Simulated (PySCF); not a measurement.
Geometry (Å), atoms numbered from 1 in this order:
```xyz
13

C    -2.565    0.000    0.568
N    -1.140   -0.165    0.719
Ga    0.005   -0.783   -0.542
Cl    1.146    1.072   -1.643
Ga    3.104    0.656   -0.427
Cl    1.993   -1.172    0.646
H    -3.119   -0.360    1.454
H    -2.875    1.047    0.388
H    -2.931   -0.590   -0.287
H    -0.749    0.345    1.503
H    -0.230   -1.825   -1.660
H     3.220    1.761    0.662
H     4.135    0.018   -1.400
```

Geometry: PBE0-D3(BJ)/def2-SVP; GIAO shifts from PySCF 2.14, gas phase, non-relativistic, averaged over equivalent atoms.

At PBE0/pcSseg-1 (199 basis functions, 44 s wall time on 1 thread of an Arm Neoverse V1, shared host):
```tsv
atoms	δ (ppm)
C1	33.8
N2	56.1
Ga5	241.1
Ga3	215.7
Cl4/Cl6	46.8
H13	5.18
H12	5.15
H11	5.02
H7/H8/H9	2.90
H10	0.90
```

Referencing at the same level of theory: TMS for ¹³C (σ = 184.41 ppm), ¹H (σ = 31.27 ppm); ¹⁵N (σ = 265.67 ppm) against NH3; ⁷¹Ga (σ = 1710.18 ppm) against GaH4-; HCl for ³⁵Cl (σ = 943.27 ppm).

Task: Predict the values at CAM-B3LYP/pcSseg-1 on the same geometry.

Result: 
| atoms | δ at CAM-B3LYP/pcSseg-1 | change |
| --- | --- | --- |
| C1 | 33.1 | -0.7 |
| N2 | 55.8 | -0.3 |
| Ga5 | 249.9 | +8.8 |
| Ga3 | 226.5 | +10.8 |
| Cl4/Cl6 | 40.2 | -6.6 |
| H13 | 5.16 | -0.02 |
| H12 | 5.12 | -0.03 |
| H11 | 5.02 | +0.00 |
| H7/H8/H9 | 2.87 | -0.03 |
| H10 | 0.80 | -0.10 |

References, each an isolated molecule treated in the same way: ¹³C (182.45 ppm), ¹H (31.33 ppm) against TMS; NH3 for ¹⁵N (267.29 ppm); ⁷¹Ga (1706.11 ppm) vs GaH4-; ³⁵Cl (938.90 ppm) against HCl.

The largest change is at Ga3 (Ga bonded to 2 Cl, N, H, in a 4-membered ring). Cost: 199 basis functions, 52 s wall time on 1 thread of an Arm Neoverse V1, shared host.

Relativistic effects, spin–orbit coupling among them, are left out; they matter for Ga and for the light atoms bonded to it. Experimental scales use liquid or dissolved standards, which lie at an offset from isolated NH3 (liquid NH3: subtract about 20 ppm).
